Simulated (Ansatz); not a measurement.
Cost and result for the atomization energy of C2H9NOSi2 (`C=C[Si](N)(O)[SiH3]`) (15 atoms, 14 bonds).

```json
{"atom": "C1", "x (Å)": "-2.094", "y (Å)": "1.170", "z (Å)": "-0.651"}
{"atom": "C2", "x (Å)": "-1.500", "y (Å)": "0.201", "z (Å)": "0.042"}
{"atom": "Si3", "x (Å)": "0.275", "y (Å)": "-0.286", "z (Å)": "-0.231"}
{"atom": "N4", "x (Å)": "0.294", "y (Å)": "-1.997", "z (Å)": "-0.200"}
{"atom": "O5", "x (Å)": "0.836", "y (Å)": "0.417", "z (Å)": "-1.620"}
{"atom": "Si6", "x (Å)": "1.721", "y (Å)": "0.521", "z (Å)": "1.424"}
{"atom": "H7", "x (Å)": "-3.126", "y (Å)": "1.463", "z (Å)": "-0.477"}
{"atom": "H8", "x (Å)": "-1.562", "y (Å)": "1.721", "z (Å)": "-1.422"}
{"atom": "H9", "x (Å)": "-2.074", "y (Å)": "-0.304", "z (Å)": "0.818"}
{"atom": "H10", "x (Å)": "-0.504", "y (Å)": "-2.549", "z (Å)": "-0.464"}
{"atom": "H11", "x (Å)": "1.145", "y (Å)": "-2.535", "z (Å)": "-0.189"}
{"atom": "H12", "x (Å)": "0.453", "y (Å)": "0.108", "z (Å)": "-2.444"}
{"atom": "H13", "x (Å)": "3.037", "y (Å)": "-0.178", "z (Å)": "1.357"}
{"atom": "H14", "x (Å)": "1.141", "y (Å)": "0.266", "z (Å)": "2.772"}
{"atom": "H15", "x (Å)": "1.959", "y (Å)": "1.982", "z (Å)": "1.286"}
```

Charge 0, multiplicity 1. All single points use the PBE0-D4/def2-TZVP geometry. It is one conformer, not always the lowest. Program: Ansatz. All runs use 2 threads of an AMD EPYC 7R13 on a shared host and a share of an NVIDIA H100 80 GB. Times are those of one run each, without the atoms' runs, and a repeat can differ threefold. Electronic energies, without spin–orbit coupling; frozen cores. CCSD(T)/CBS adds CCSD(T) − MP2 in def2-TZVPP to the MP2 limit, and its time is that of the two runs behind it. T1 = 0.012. B3LYP takes the VWN-RPA correlation (the form of Gaussian; ORCA's B3LYP/G).

CCSD(T)/CBS is a level of theory with its own doubt, some kJ/mol a heavy atom from the limit and from the frozen cores, so smaller differences don't rank the functionals.

| level | functions | wall time | atomization (kcal/mol) | difference from CCSD(T)/CBS | per bond |
| --- | --- | --- | --- | --- | --- |
| PBE0-D4/def2-TZVPP | 334 | 2.5 s | 1317.7 | -6.6 | -0.5 |
| r2SCAN-D4/def2-TZVPP (with forces) | 334 | 3.2 s | 1321.2 | -3.1 | -0.2 |
| PBE-D4/def2-TZVPP (with forces) | 334 | 3.2 s | 1338.3 | 14.0 | 1.0 |
| B2PLYP/def2-TZVPP | 334 | 3.3 s | 1306.8 | -17.5 | -1.3 |
| B3LYP-D4/def2-TZVPP (with forces) | 334 | 4 s | 1323.5 | -0.8 | -0.1 |
| ωB97M-V/def2-TZVPP (with forces) | 334 | 4.1 s | 1325.7 | 1.4 | 0.1 |
| ωB97X-V/def2-TZVPP | 334 | 6.5 s | 1327.4 | 3.1 | 0.2 |
| MP2/def2-QZVPP | 638 | 6.5 s | 1323.4 | -0.9 | -0.1 |
| CCSD(T)/def2-TZVPP | 334 | 10 s | 1286.7 | -37.6 | -2.7 |
| CCSD(T)/CBS(def2) | – | 17 s | 1324.3 | 0.0 | 0.0 |

The D4 term adds +14.0 kcal/mol with B3LYP and +7.5 kcal/mol with PBE0; it sums over pairs of atoms, weighted by their polarisabilities, and B3LYP, whose exchange is more repulsive, gets the larger term. In def2-TZVPP, CCSD(T) changes the Hartree–Fock value by +326.6 kcal/mol (the triples alone add +18.5 kcal/mol) and MP2 by +340.8 kcal/mol; breaking electron pairs costs correlation energy, which Hartree–Fock lacks. From PBE to PBE0 (25 % exact exchange), in def2-TZVPP and without D4, the atomization energy moves by −19.3 kcal/mol: exact exchange takes away binding that semilocal exchange gives to molecules.
